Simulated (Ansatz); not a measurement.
`C[SiH2]CCCl`. Total charge 0; spin multiplicity 1. All single points use the PBE0-D4/def2-TZVP geometry. It is one conformer, not always the lowest.

```xyz
14

C     1.957   -0.406    0.013
Si    0.538    0.221    1.058
C    -0.933    0.747    0.000
C    -1.509   -0.382   -0.815
Cl   -2.914    0.139   -1.804
H     2.281    0.355   -0.701
H     2.813   -0.665    0.640
H     1.674   -1.300   -0.549
H     0.972    1.397    1.861
H     0.097   -0.847    2.001
H    -1.701    1.160    0.661
H    -0.615    1.562   -0.659
H    -0.787   -0.788   -1.522
H    -1.873   -1.194   -0.185
```

Task: What is the dipole moment at r2SCAN/def2-TZVPP? (An estimate is asked.)

Result: Ansatz gave: 2.09 D, with components (1.96, -0.41, 0.61) D in this frame, pointing from negative to positive charge.

Task: And with PBE, B3LYP, ωB97M-V? (An estimate is asked.)

Result: Ansatz gave: PBE 1.97 D, B3LYP 2.03 D, ωB97M-V 2.02 D.

Task: Give the Mulliken charges with r2SCAN, ωB97M-V, B3LYP in def2-TZVPP. (Estimate.)

Result: Computed: 
```tsv
atom	r2SCAN	ωB97M-V	B3LYP
C1	-0.30	-0.45	-0.39
Si2	0.31	0.26	0.32
C3	-0.16	-0.30	-0.21
C4	-0.01	-0.19	-0.11
Cl5	-0.20	-0.14	-0.18
H6	0.08	0.12	0.10
H7	0.08	0.12	0.11
H8	0.07	0.12	0.10
H9	-0.08	-0.03	-0.08
H10	-0.08	-0.04	-0.08
H11	0.06	0.12	0.09
H12	0.06	0.12	0.09
H13	0.08	0.14	0.12
H14	0.09	0.15	0.12
```

B3LYP here is the variant with VWN-RPA as its local correlation; programs differ in this.
